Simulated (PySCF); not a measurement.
## Electronic structure of Nb (niobium, neutral) at the UHF level

Configuration: [Kr] 4d4 5s1, high-spin 6D determinant. Computed with PySCF 2.14 in def2-SVP with the def2 core potential (28 electrons), with a scalar-relativistic core potential.

```
Total energy                                                  : -56.313154 hartree
One-electron energy                                           : -96.3550 hartree
Hartree (Coulomb) energy                                      : 46.4492 hartree
Exchange energy                                               : -6.4073 hartree
⟨S²⟩                                                          : 8.7538
⟨L²⟩                                                          : 6.021
Sum of ⟨r⟩                                                    : 22.67 bohr
Sum of ⟨r²⟩                                                   : 53.88 bohr²
Traceless quadrupole moment −½Σ⟨3z² − r²⟩ along its main axis : -1.46 e·bohr²
Time after the integrals                                      : 0.09 s of wall time on 1 thread of Neoverse-V2 (shared host)
```

| shell | electrons | mean orbital energy (hartree) | spread (hartree) | rms radius, mean of both spins (bohr) |
| --- | --- | --- | --- | --- |
| 4s α | 1 | -2.76176 | 0 | 1.25 |
| 4s β | 1 | -2.59376 | 0 | 1.25 |
| 4p α | 3 | -1.70117 | 0.02558 | 1.41 |
| 4p β | 3 | -1.47761 | 0.04399 | 1.41 |
| 4d α | 4 | -0.28742 | 0.03985 | 2.34 |
| 5s α | 1 | -0.22976 | 0 | 4.10 |

Energies and moments cover only the electrons outside the core potential.
